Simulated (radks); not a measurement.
Task: Radial electron density D(r) = 4 pi r^2 rho(r) of an atom or ion with 1 electrons. All-electron calculation, scalar-relativistic Kohn-Sham, Wu-Cohen GGA, spin-polarised, spherical densities, finite nucleus; Fermi nuclear charge, rms radius of each element as measured or else 0.836 A^(1/3) + 0.57 fm. Program: a radial shooting solver on a logarithmic mesh with Libxc functionals.

```
   r/bohr * D(r) (the largest magnitude, 1.06, reaches the edge; | marks zero)
  0.05355 |   *
  0.06234 |    *
  0.07258 |      *
  0.08449 |       *
  0.09836 |          *
   0.1145 |             *
   0.1333 |                *
   0.1552 |                    *
   0.1807 |                         *
   0.2103 |                              *
   0.2448 |                                    *
    0.285 |                                          *
   0.3318 |                                               *
   0.3863 |                                                   *
   0.4497 |                                                      *
   0.5236 |                                                      *
   0.6095 |                                                    *
   0.7096 |                                               *
    0.826 |                                        *
   0.9616 |                                *
    1.119 |                       *
    1.303 |               *
    1.517 |        *
    1.766 |    *
    2.056 | *
    2.394 |*
    2.787 *
```

What is the nuclear charge?

Result: Z = 2. The innermost maximum, from 1s, lies near gamma/Z bohr with gamma = sqrt(1 - (Z/c)^2) = 1.000, here 0.5 bohr (found: 0.499), and its height grows with Z. The density is that of the helium ion He+ in 1s1; the configuration itself is not fixed sharply by these data. D(r) has 1 maximum, at r = 0.499 bohr.
